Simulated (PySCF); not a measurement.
C2H6O2Si, SMILES O[SiH]1COC1.

Coordinates come from a PBE0-D3(BJ)/def2-SVP optimisation. This is a generated structure with no PubChem entry under its InChIKey; it may be hypothetical. The values are those of a single conformer.

Calculation: PBE0-D3(BJ)/def2-SVP (PySCF 2.14.0).

Frequencies are harmonic and unscaled.

```csv
mode,ν (cm⁻¹),IR (km/mol),moving atoms (share of kinetic energy)
1,87,7.7,"O 57 %, H 20 %, C 12 %, Si 11 %"
2,121,92.8,"H 55 %, O 31 %, C 9 %"
3,263,13.3,"H 57 %, C 15 %, Si 14 %, O 14 %"
4,265,2.3,"H 39 %, Si 23 %, O 23 %, C 15 %"
5,448,2.6,"O 38 %, C 24 %, Si 21 %, H 17 %"
6,598,10.8,"H 87 %, C 12 %"
7,693,96.0,"H 80 %, C 10 %, Si 9 %"
8,701,33.5,"C 44 %, Si 28 %, H 27 %"
9,773,127.1,"H 36 %, C 34 %, O 23 %"
10,825,58.4,"H 76 %, C 14 %, Si 9 %"
11,852,90.2,"H 49 %, O 38 %, Si 11 %"
12,857,22.5,"H 59 %, C 22 %, O 11 %"
13,932,16.2,"H 38 %, C 26 %, O 26 %, Si 11 %"
14,991,132.3,"C 31 %, Si 26 %, O 23 %, H 21 %"
15,1073,120.6,"C 51 %, O 44 %"
16,1165,2.4,"H 92 %, C 8 %"
17,1196,8.1,"H 83 %, O 10 %"
18,1224,0.1,"H 71 %, C 20 %, O 9 %"
19,1260,6.4,"H 65 %, C 30 %"
20,1444,0.4,H 93 %
21,1469,3.4,"H 91 %, C 8 %"
22,2207,165.7,H 97 %
23,3022,47.3,H 94 %
24,3029,31.4,H 94 %
25,3122,19.4,"H 91 %, C 9 %"
26,3123,14.9,"H 91 %, C 9 %"
27,3951,131.7,H 94 %
```
